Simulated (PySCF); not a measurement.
Species: C2H10OSi2.
Bonds: O1–Si2, Si2–C3, C3–C4, C4–Si5. Hydrogens: H6 on O1; H7, H8 on Si2; H9, H10 on C3; H11, H12 on C4; H13, H14, H15 on Si5.

Method: PBE0-D3(BJ)/def2-SVP geometry optimisation, gas phase (PySCF 2.14.0); density fitting, grid level 1; the optimiser is geomeTRIC in internal coordinates, started from a GFN2-xTB structure with every atom displaced at random (about 0.01 Å).

Step 0: E = -20020.7609 eV
```
atom  x, y, z in Å  |  force x, y, z in eV/Å
O1      2.2148   -0.4050    1.1004   -2.291   0.762  -0.009
Si2     1.9669   -0.1124   -0.4961   -0.612   0.766  -0.114
C3      0.1628    0.5022   -0.6210    1.476   0.310   0.969
C4     -0.7995   -0.5169   -0.1097   -1.516  -0.108   0.266
Si5    -2.6219    0.1067   -0.2209    1.054  -0.565   0.497
H6      3.0147   -0.7047    1.4357    2.281  -0.860   0.851
H7      2.1707   -1.3544   -1.2449   -0.002  -0.498  -0.496
H8      2.9394    0.9057   -0.9764    0.093   0.159  -0.194
H9      0.0710    1.4342   -0.0207    0.187  -0.127  -0.251
H10    -0.0464    0.7570   -1.6392   -0.188   0.389  -1.160
H11    -0.7389   -1.4451   -0.6761    0.038  -0.476  -0.251
H12    -0.5813   -0.7771    0.9321    0.009  -0.073   0.237
H13    -3.5725   -0.9096    0.2565   -0.313  -0.345   0.150
H14    -2.9574    0.4464   -1.5955   -0.147   0.196  -0.771
H15    -2.7674    1.3058    0.6139   -0.069   0.469   0.277
```

Step 1: E = -20020.9559 eV
```
atom  x, y, z in Å  |  force x, y, z in eV/Å
O1      2.1661   -0.3664    1.1761    0.557  -0.231   0.366
Si2     1.9736   -0.0770   -0.4523   -0.173  -0.137  -0.300
C3      0.1927    0.4761   -0.6659   -0.066   0.028  -0.156
C4     -0.8296   -0.5485   -0.1486   -0.041   0.052   0.030
Si5    -2.6082    0.1004   -0.1676    0.096   0.073  -0.134
H6      3.0129   -0.7168    1.5037   -0.568   0.240  -0.299
H7      2.1792   -1.3243   -1.2670    0.075   0.014   0.084
H8      2.9388    0.9531   -0.9539   -0.007   0.031   0.040
H9      0.0791    1.4348   -0.1361   -0.010   0.110   0.085
H10     0.0105    0.7124   -1.7360    0.090  -0.080   0.180
H11    -0.7874   -1.4783   -0.7423    0.010   0.001  -0.001
H12    -0.5792   -0.8379    0.8858   -0.002  -0.018   0.028
H13    -3.5974   -0.9111    0.3195    0.040  -0.029   0.008
H14    -2.9797    0.4930   -1.5688   -0.009  -0.026   0.069
H15    -2.7163    1.3231    0.6916    0.007  -0.030  -0.001
```

Problem. Estimate the geometry and energy of step 2. (The exact step hangs on the optimiser's Hessian estimate; all steps are aligned on step 1, rigid shifts and turns removed.)

Solution. E = -20020.9689 eV, largest force 0.179 eV/Å
```
atom  x, y, z in Å  |  force x, y, z in eV/Å
O1      2.1606   -0.3714    1.1706    0.093  -0.049   0.145
Si2     1.9618   -0.0864   -0.4594   -0.023  -0.020  -0.119
C3      0.1902    0.4839   -0.6591   -0.013   0.064  -0.005
C4     -0.8296   -0.5395   -0.1419   -0.004   0.004   0.018
Si5    -2.6025    0.1029   -0.1751   -0.008   0.018  -0.034
H6      3.0047   -0.7171    1.4777   -0.092   0.034  -0.070
H7      2.1869   -1.3379   -1.2577    0.015   0.003   0.023
H8      2.9272    0.9481   -0.9520    0.000   0.017   0.000
H9      0.0828    1.4464   -0.1256    0.029  -0.027   0.005
H10     0.0154    0.7161   -1.7254    0.005  -0.016   0.014
H11    -0.7828   -1.4694   -0.7349    0.006  -0.008   0.003
H12    -0.5835   -0.8289    0.8945   -0.007   0.002  -0.003
H13    -3.5749   -0.9235    0.3135    0.005  -0.013   0.007
H14    -2.9797    0.4879   -1.5729   -0.006  -0.007   0.011
H15    -2.7215    1.3216    0.6858    0.000  -0.003   0.004
```

The energy changes by -0.0131 eV. The first-order estimate −F·Δx gives -0.0222 eV and the mean of the old and new forces, exact on a quadratic surface, -0.0131 eV. The step makes an angle of 70° with the force vector and moves no atom by more than 0.027 Å.

The cost below is that of the whole optimisation. Hardware: one thread, Arm Neoverse V1 (aarch64), shared host. Cost: 57 s wall, 0.50 GiB resident at most.
